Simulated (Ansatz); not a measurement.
Relaxation of the cluster MoO₂ with UKS r2SCAN-D4/def2-TZVP.

```sh
$ ansatz run in.yaml --threads 4 --pin off --events-out ev --progress --plain --max-ram 3916MiB
```

```yaml
crystal:
  periodic: [false, false, false]
  atoms:
    - {symbol: Mo, position_ang: [0.265408, -0.521781, 0.355159]}
    - {symbol: O, position_ang: [-1.349147, -0.207250, 0.043683]}
    - {symbol: O, position_ang: [1.083739, 0.729041, -0.398842]}
basis:
  gaussian: {orbitals: def2-TZVP}
magnetization: {spin_polarized: true, initial_magnetization: 4}
hamiltonian: {xc: r2scan, dispersion: d4}
scf: {omitted_lower_state_checks: [starts]}
output: {orbitals: {seedname: orbitals}}
relax: {f_tol: 0.02, max_steps: 100}
```

It took 17 s on 4 threads of Arm Neoverse V1 on a shared host.

Positions (Å) and forces (eV/Å) at steps 1, 2, 3, 4, 6 of 6:

```xyz
3
step=1 energy=-5947.9442 eV
Mo    0.265   -0.522    0.355    1.715   -3.372    2.295
O    -1.349   -0.207    0.044   -5.303   -0.025   -0.339
O     1.084    0.729   -0.399    3.588    3.397   -1.956
3
step=2 energy=-5948.7091 eV
Mo    0.244   -0.480    0.327   -0.324    0.637   -0.433
O    -1.485   -0.284    0.084   -0.634   -0.625    0.361
O     1.240    0.764   -0.411    0.958   -0.012    0.072
3
step=3 energy=-5948.9701 eV
Mo    0.185   -0.364    0.248   -0.790    1.554   -1.058
O    -1.618   -0.405    0.153    1.768   -0.249    0.279
O     1.433    0.769   -0.401   -0.978   -1.305    0.779
3
step=4 energy=-5949.1905 eV
Mo    0.108   -0.212    0.144   -0.037    0.073   -0.050
O    -1.620   -0.497    0.213    0.063   -0.020    0.017
O     1.512    0.708   -0.357   -0.026   -0.054    0.033
3
step=6 energy=-5949.1919 eV
Mo    0.097   -0.191    0.130    0.000    0.000    0.000
O    -1.622   -0.510    0.221    0.002    0.001    0.000
O     1.524    0.701   -0.351   -0.002   -0.001    0.000
```

In the def2 sets Mo takes a core potential; there is no spin–orbit coupling. At r2SCAN-D4/def2-TZVP a triplet of charge 0 lies 2.25 eV below the quintet, each at its own geometry. The structure comes from a short search, and lower isomers may exist.
